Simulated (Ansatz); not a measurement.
**Question.** Name a neutral molecule of C, Cl, F, Si and H with HOMO–LUMO gap (ωB97M-V/def2-TZVPP) between 12.75 and 13.05 eV and size of the dipole moment (PBE/def2-TZVPP) between 1.45 and 1.75 D (Ansatz, PBE0-D4/def2-TZVP geometry).

**Answer.** `C[C@H](F)[Si@H](F)Cl` (12.82 eV, 1.64 D). Other molecules can fit too; these were computed, each in one conformer that needn't be the lowest.
